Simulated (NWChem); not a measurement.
# Lowest excitation of HCl3Ge

SMILES: [Cl][GeH]([Cl])[Cl]
```xyz
5

Ge     0.0302     0.4329     0.0000
Cl    -1.0306    -0.2396     1.7518
Cl    -1.0306    -0.2396    -1.7518
Cl     1.9963    -0.4511     0.0000
H      0.1370     1.9602     0.0000
```
Charge 0, spin multiplicity 1.

The numbers come from NWChem runs, not from measurements. All single points use one geometry, from B3LYP/def2-SVP, a minimum by its harmonic frequencies.

Basis set: def2-SVP.

| method | lowest vertical singlet excitation energy (eV) | relative cost | difference from EOM-CCSD |
|---|---|---|---|
| CIS | 8.20 | 1 | +0.87 |
| TD-PBE | 5.43 | under 3 | -1.90 |
| EOM-CCSD | 7.33 | under 3 | 0.00 |
| TD-B3LYP | 5.96 | under 3 | -1.36 |
| TDA-CAM-B3LYP | 6.51 | 4 | -0.82 |

The values span 2.77 eV, from TD-PBE (lowest) to CIS (highest). Relative cost: rough, from shared machines, SCF included, CIS = 1.

The Hamiltonian is non-relativistic. The correlated methods keep 24 core orbitals frozen. B3LYP has NWChem's definition, with VWN1-RPA local correlation. GW and range-separated runs recompute their integrals, the others keep them in memory, which bears on the times. The structure started from a generated list of species. Coupled-cluster values serve here as a point of comparison, not as the truth.
